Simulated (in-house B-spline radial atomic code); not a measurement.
Rb⁷⁺. Computed with a B-spline radial atomic code. Model: all-electron spherical atom, spin shells full or empty, radial basis limit, no spin-orbit coupling: exact exchange with a local potential (Slater, KLI or optimised effective potential, whose far tail is KLI's), no correlation.

The run also made RPA and GW results, which its time includes.

The Slater potential averages the orbital exchange potentials with the orbital densities as weights, KLI adds orbital constants, and the optimised effective potential minimises the exact-exchange energy among local potentials. So their energies lie above Hartree-Fock in the order OEP, KLI, Slater. All fall off as −1/r, unlike LDA and GGA exchange.

Command:
```bash
python run_gw.py task.json out
```
Settings (nuclear radius in fm, other lengths in bohr, energies in hartree):
```
Z                      37
electrons              30
configuration          [Ar] 3d10 4s2
hamiltonian            x2c
method                 kli
lmax                   9
rms_radius             4.2036
spin_polarised         False
box_radius             8.41
intervals              98
ion_configuration      [Ar] 3d10 4s1
```

Run time, properties included: 7.9 s on 1 thread of Intel(R) Xeon(R) 6975P-C (Granite Rapids), on a shared host.

Given: hamiltonian one-electron scalar X2C; mean-field start exchange-only KLI.

Computed: energy above Hartree-Fock 12.246 millihartree.

```csv
radius (bohr),r times exchange potential (hartree bohr)
0.00135,-0.04251
0.00166,?
0.00205,-0.064283
0.00252,-0.078745
0.0031,-0.096389
0.00381,-0.11765
0.00469,-0.1434
0.00578,-0.17428
0.00711,-0.21032
0.00875,-0.25206
0.0108,-0.29986
0.0133,-0.35139
0.0163,-0.40355
0.0201,-0.4553
0.0247,-0.49872
0.0304,-0.52826
0.0374,-0.53814
0.046,-0.53127
0.0567,-0.53256
0.0697,-0.58406
0.0858,-0.69379
0.106,-0.82115
0.13,-0.91348
0.16,?
0.197,-0.89735
0.242,-0.85894
0.298,-0.98207
0.367,-1.2052
0.451,-1.3661
0.556,-1.3919
0.684,-1.267
0.841,-1.0484
1.04,-0.88142
1.27,-0.89021
1.57,-0.95398
1.93,-0.98713
2.38,-0.99744
```

Task: What belongs in the row 0.00166?

Result: r times exchange potential (hartree bohr): -0.052181.

Task: What belongs in the row 0.16?

Result: r times exchange potential (hartree bohr): -0.94244.

```csv
occupied,level (hartree),Hartree-Fock level (hartree)
1s,-555.99,-565.98
2s,?,?
2p,-69.695,-72.583
3s,-15.281,-16.551
3p,-12.586,-13.555
3d,-8.1179,-8.6343
4s,-4.8057,-4.8069
```

Task: What belongs in the row 2s?

Result: level (hartree): -78.043; Hartree-Fock level (hartree): -81.566.

```csv
empty,level (hartree)
4p,-4.0805
4d,-2.9937
5s,?
5p,-2.1792
```

Task: What belongs in the row 5s?

Result: level (hartree): -2.4603.

The highest level, 4s, differs from Hartree-Fock by +0.034 eV and the deepest, 1s, by +272 eV: a local potential can match the highest level but can't give each shell its own exchange.
